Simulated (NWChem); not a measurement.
System: C3H4BrF; SMILES C(/F)=C(/C)Br

NWChem printed, in part:

```
             Northwest Computational Chemistry Package (NWChem) 7.3.0
             --------------------------------------------------------

 CS  symmetry detected

                             Geometry "geometry" -> ""
                             -------------------------

 Output coordinates in angstroms (scale by  1.889725989 to convert to a.u.)

  No.       Tag          Charge          X              Y              Z
 ---- ---------------- ---------- -------------- -------------- --------------
    1 C                    6.0000    -1.69536810    -0.88433060     0.00000000
    2 C                    6.0000    -0.24709918    -0.54928068     0.00000000
    3 Br                  35.0000     0.18406133     1.30336813     0.00000000
    4 C                    6.0000     0.76497009    -1.40301336     0.00000000
    5 F                    9.0000     0.55509599    -2.72914206     0.00000000
    6 H                    1.0000    -2.17979315    -0.46290682     0.88083173
    7 H                    1.0000    -1.82629969    -1.96414848     0.00000000
    8 H                    1.0000    -2.17979315    -0.46290682    -0.88083173
    9 H                    1.0000     1.81285873    -1.14589596     0.00000000

 Effective nuclear repulsion energy (a.u.)     309.4840394705

      Symmetry information
      --------------------

 Group name             Cs
 Group number              2
 Group order               2
 No. of unique centers     8

                                Z-matrix (autoz)
                                --------

 Units are Angstrom for bonds and degrees for angles

      Type          Name      I     J     K     L     M      Value
      ----------- --------  ----- ----- ----- ----- ----- ----------
    1 Stretch                  1     2                       1.48652
    2 Stretch                  1     6                       1.09001
    3 Stretch                  1     7                       1.08773
    4 Stretch                  1     8                       1.09001
    5 Stretch                  2     3                       1.90216
    6 Stretch                  2     4                       1.32406
    7 Stretch                  4     5                       1.34263
    8 Stretch                  4     9                       1.07897
    9 Bend                     1     2     3               116.12698
   10 Bend                     1     2     4               126.82470
   11 Bend                     2     1     6               110.23330
   12 Bend                     2     1     7               109.93950
   13 Bend                     2     1     8               110.23330
   14 Bend                     2     4     5               121.15627
   15 Bend                     2     4     9               126.06450
   16 Bend                     3     2     4               117.04831
   17 Bend                     5     4     9               112.77923
   18 Bend                     6     1     7               109.28793
   19 Bend                     6     1     8               107.81991
   20 Bend                     7     1     8               109.28793
   21 Torsion                  1     2     4     5          -0.00000
   22 Torsion                  1     2     4     9         180.00000
   23 Torsion                  3     2     1     6         -59.45579
   24 Torsion                  3     2     1     7         180.00000
   25 Torsion                  3     2     1     8          59.45579
   26 Torsion                  3     2     4     5         180.00000
   27 Torsion                  3     2     4     9           0.00000
   28 Torsion                  4     2     1     6         120.54421
   29 Torsion                  4     2     1     7           0.00000
   30 Torsion                  4     2     1     8        -120.54421

  pbe96 is a nonlocal functional; adding pw91lda local functional.

                           NWChem Geometry Optimization
                           ----------------------------

 maximum gradient threshold         (gmax) =   0.000450
 rms gradient threshold             (grms) =   0.000300
 maximum cartesian step threshold   (xmax) =   0.001800
 rms cartesian step threshold       (xrms) =   0.001200
 fixed trust radius                (trust) =   0.300000
 source of zmatrix                         =   autoz

          -------------------
          Energy Minimization
          -------------------

 Using diagonal initial Hessian
 Scaling for Hessian diagonals: bonds = 1.00  angles = 0.25  torsions = 0.10

          --------
          Step   0

                                 NWChem DFT Module
                                 -----------------

 Summary of "ao basis" -> "ao basis" (spherical)
 ------------------------------------------------------------------------------
       Tag                 Description            Shells   Functions and Types
 ---------------- ------------------------------  ------  ---------------------
 C                          def2-svp                 6       14   3s2p1d
 Br                         def2-svp                12       32   5s4p3d
 F                          def2-svp                 6       14   3s2p1d
 H                          def2-svp                 3        5   2s1p

      Symmetry analysis of basis
      --------------------------

        a'         75
        a"         33

            General Information
            -------------------
          SCF calculation type: DFT
          Wavefunction type:  closed shell.
          No. of atoms     :     9
          No. of electrons :    66
           Alpha electrons :    33
            Beta electrons :    33
          Charge           :     0
          Spin multiplicity:     1
          Use of symmetry is: on ; symmetry adaption is: on
          Maximum number of iterations: 150
          AO basis - number of functions:   108
                     number of shells:    48
          Convergence on energy requested:  1.00D-06
          Convergence on density requested:  1.00D-05
          Convergence on gradient requested:  5.00D-04

[...]

      ----------------------
      Optimization converged
      ----------------------

  Step       Energy      Delta E   Gmax     Grms     Xrms     Xmax
  ---- ---------------- -------- -------- -------- -------- --------
@    4   -2789.59400482 -3.5D-07  0.00007  0.00002  0.00036  0.00079
                                     ok       ok       ok       ok

                                Z-matrix (autoz)
                                --------

 Units are Angstrom for bonds and degrees for angles

[...]

 Rotational Constants
 --------------------
 A=   0.244098 cm-1  (  0.351195 K)
 B=   0.051966 cm-1  (  0.074766 K)
 C=   0.043198 cm-1  (  0.062151 K)

 Temperature                      =   298.15K
 frequency scaling parameter      =   1.0000

 Zero-Point correction to Energy  =   38.260 kcal/mol  (  0.060971 au)
 Thermal correction to Energy     =   41.949 kcal/mol  (  0.066849 au)
 Thermal correction to Enthalpy   =   42.541 kcal/mol  (  0.067793 au)

 Total Entropy                    =   78.642 cal/mol-K
   - Translational                =   40.680 cal/mol-K (mol. weight = 138.9462)
   - Rotational                   =   27.466 cal/mol-K (symmetry #  =        1)
   - Vibrational                  =   10.496 cal/mol-K

 Cv (constant volume heat capacity) =   19.411 cal/mol-K
   - Translational                  =    2.979 cal/mol-K
   - Rotational                     =    2.979 cal/mol-K
   - Vibrational                    =   13.452 cal/mol-K

[normal modes left out]

 ----------------------------------------------------------------------------
 Normal Eigenvalue ||           Projected Infra Red Intensities
  Mode   [cm**-1]  || [atomic units] [(debye/angs)**2] [(KM/mol)] [arbitrary]
 ------ ---------- || -------------- ----------------- ---------- -----------
    1       -0.000 ||    0.000001           0.000         0.001       0.001
    2       -0.000 ||    0.000014           0.000         0.013       0.011
    3       -0.000 ||    0.000007           0.000         0.007       0.005
    4       -0.000 ||    0.000007           0.000         0.007       0.006
    5        0.000 ||    0.000014           0.000         0.014       0.011
    6        0.000 ||    0.000093           0.002         0.091       0.074
    7      174.460 ||    0.000116           0.003         0.113       0.092
    8      220.336 ||    0.003587           0.083         3.496       2.847
    9      251.559 ||    0.000354           0.008         0.345       0.281
   10      281.037 ||    0.001189           0.027         1.159       0.944
   11      371.930 ||    0.002957           0.068         2.883       2.347
   12      409.095 ||    0.013469           0.311        13.130      10.690
   13      716.525 ||    0.016571           0.382        16.154      13.153
   14      807.707 ||    0.014215           0.328        13.858      11.283
   15      952.106 ||    0.004862           0.112         4.740       3.859
   16     1008.194 ||    0.000186           0.004         0.181       0.148
   17     1063.122 ||    0.108678           2.507       105.945      86.261
   18     1150.489 ||    0.103692           2.392       101.084      82.303
   19     1284.636 ||    0.000011           0.000         0.011       0.009
   20     1346.815 ||    0.007926           0.183         7.726       6.291
   21     1393.520 ||    0.013740           0.317        13.395      10.906
   22     1399.284 ||    0.001371           0.032         1.337       1.089
   23     1690.168 ||    0.028362           0.654        27.649      22.512
   24     2972.793 ||    0.010284           0.237        10.026       8.163
   25     3051.329 ||    0.004316           0.100         4.208       3.426
   26     3086.093 ||    0.001877           0.043         1.830       1.490
   27     3144.736 ||    0.002268           0.052         2.211       1.800
 ----------------------------------------------------------------------------
```

Level: PBE-D3(BJ)/def2-SVP. This build's default masses of Se (78.918 u) and Br (79.917 u) are each other's, which moves their modes by up to 0.6 %.

Q: Which NWChem input produces such a log?

A: One answer among several that fit: the input that was run:
```
start job
memory heap 200 mb stack 900 mb global 1100 mb
geometry units angstroms
  C     -1.394557    -1.190879     0.806081
  C     -0.120329    -0.655573     0.258786
  Br    -0.160580     1.147156    -0.346817
  C      1.030527    -1.301382     0.151060
  F      1.151698    -2.576688     0.553026
  H     -1.718619    -0.594389     1.658914
  H     -1.258527    -2.223219     1.120596
  H     -2.178319    -1.145155     0.049942
  H      1.948968    -0.900293    -0.248657
end
basis spherical
  * library def2-svp
end
dft
  xc xpbe96 cpbe96
  disp vdw 4
  iterations 150
end
driver
  maxiter 120
end
task dft optimize
task dft freq
```
